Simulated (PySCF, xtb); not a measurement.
C4H13BN2O, SMILES CCOB(N)N(C)C. The values are those of a single conformer.

Harmonic wavenumbers (cm⁻¹) from GFN2-xTB (xtb 6.7.1) at its own minimum, in rising order: 46, 56, 93, 113, 125, 165, 215, 226, 260, 271, 323, 360, 380, 448, 467, 517, 726, 811, 836, 938, 1016, 1053, 1091, 1100, 1122, 1134, 1146, 1187, 1222, 1263, 1278, 1344, 1398, 1401, 1408, 1445, 1476, 1479, 1484, 1490, 1496, 1498, 1512, 1544, 2832, 2864, 2878, 2890, 2913, 2924, 3039, 3046, 3047, 3050, 3068, 3547, 3584.

Task: What does B3LYP-D3(BJ)/def2-SVP in PySCF 2.14.0 give at its own minimum? (The exact figures need the calculation; the answer reports its results.)

Result: 52, 80, 89, 111, 140, 183, 222, 248, 278, 288, 341, 371, 436, 478, 492, 637, 732, 823, 846, 944, 1025, 1089, 1112, 1120, 1143, 1172, 1179, 1237, 1269, 1301, 1367, 1389, 1422, 1439, 1447, 1455, 1458, 1469, 1470, 1476, 1481, 1508, 1547, 1601, 2956, 2964, 2967, 3003, 3005, 3013, 3035, 3114, 3122, 3124, 3157, 3635, 3730. Paired by order, the mean absolute difference is 40 cm⁻¹ and the zero-point energies are 112.4 and 115.5 kcal/mol.
